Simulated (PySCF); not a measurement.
A structure optimised at PBE-D3(BJ)/def2-SVP, used in a PySCF frequency run:

```xyz
11

C     -1.9838     0.5025     0.5372
C     -0.8176     0.1011    -0.3533
F     -0.4423     1.1931    -1.1598
Si     0.7286    -0.4264     0.6288
F      1.8808    -0.9663    -0.4066
H     -2.3430    -0.3637     1.1295
H     -2.8286     0.8718    -0.0790
H     -1.6972     1.3114     1.2402
H     -1.1281    -0.7261    -1.0347
H      1.2700     0.7626     1.3660
H      0.3888    -1.5496     1.5685
```

Write its SMILES and formula.

C[C@@H](F)[SiH2]F, C2H6F2Si

What are its rotational constants (standard atomic weights)?

6.6135, 2.4261, 1.9492 GHz
